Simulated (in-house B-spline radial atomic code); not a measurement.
Values are calculated unless marked as measured or tabulated.
**C6 from the polarisability at imaginary frequency: the lead ion Pb²⁺**

wB97X linear response of the closed shell [Xe] 4f14 5d10 6s2, from a B-spline radial code for spherical atoms; scalar-relativistic (spin-free one-electron X2C), finite nucleus, no spin-orbit coupling; shells from n = 4 respond.

The dispersion coefficient of two like species is C6 = (3/π) ∫ α(iu)² du from 0 to ∞.

```tsv
u (hartree)	α(iu) (bohr³)
0	14.14
0.156	12.9
0.364	9.715
0.624	6.824
1.04	4.452
1.56	3.006
2.34	1.906
3.64	1.072
5.2	0.641
7.79	0.3484
13	0.1593
26	0.05402
```

Fit one oscillator, α(iu) = α(0)/(1 + u²/ω²), through u = 0.156 and estimate C6.

From α(0)/α(iu) − 1 = 14.14/12.9 − 1 = 0.0961, ω = u/√0.0961 = 0.5032 hartree (13.7 eV). London's formula gives C6 = (3/4) α(0)² ω = 0.75 × 14.14² × 0.5032 = 75.45 hartree·bohr⁶, and the oscillator holds f = α(0) ω² = 3.58 electrons, of a sum of oscillator strengths of 59.1.

How does that compare with the full integral?

The program's quadrature over all excitations gives C6 = 98, so the single oscillator is off by -23.0 %. At the last point the fit gives α = 0.00529 against 0.054: higher excitations, and deeper shells where there are any, keep the true curve higher at large u.
